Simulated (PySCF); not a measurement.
Ge(H)2(F)(OMe) (CH5FGeO), SMILES C[O][GeH2][F]. The structure is a stationary point at ωB97X-D3(BJ)/def2-SVP. The structure was generated by enumeration, and PubChem lists no compound with its InChIKey, so it may never have been made. Other conformers were not sampled.

Computed equilibrium geometry at ωB97X-D3(BJ)/def2-SVP (PySCF confirms it by a frequency run) as bond lengths and angles (one conformer of several):
Atoms: Ge1 F2 O3 C4 H5 H6 H7 H8 H9. Bonds (Å): Ge1–F2 1.744, Ge1–O3 1.759, Ge1–H5 1.524, Ge1–H6 1.533, O3–C4 1.412, C4–H7 1.105, C4–H8 1.107, C4–H9 1.101. Bond angles (°): F2–Ge1–O3 107.5, F2–Ge1–H5 108.1, F2–Ge1–H6 105.5, O3–Ge1–H5 107.0, O3–Ge1–H6 110.5, H5–Ge1–H6 117.8, Ge1–O3–C4 120.2, O3–C4–H7 111.6, O3–C4–H8 112.1, O3–C4–H9 108.4, H7–C4–H8 108.2, H7–C4–H9 108.4, H8–C4–H9 108.0.
